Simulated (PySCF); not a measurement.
**Eu²⁺ (europium, charge +2) across methods**

[Xe] 4f6 6p1, one real determinant (an excited configuration). Computed with PySCF 2.14 in ANO-RCC-VTZP (8s7p5d3f2g1h, 104 functions), with the spin-free X2C one-electron Hamiltonian (Gaussian nucleus).

```tsv
method	E (hartree)	mean ε 5p β (eV)	mean ε 4f α (eV)	mean ε 6p α (eV)	Σ⟨r²⟩ (bohr²)	⟨S²⟩
PBE	-10841.97	-42.717	-27.765	-12.877	56.36	15.753
UHF	-10838.32034	-48.793	-39.600	-14.166	57.65	15.756
PBE0	-10841.91	-44.588	-30.916	-13.302	56.58	15.753
r2SCAN	-10842.26	-43.345	-28.258	-12.886	56.61	15.756
LDA	-10833.97	-42.969	-27.958	-12.887	56.08	15.752
```

⟨L²⟩ = 14.01 against 20 for a pure G term, so this real determinant mixes terms. Spin-orbit coupling, absent here, splits the open shell strongly.
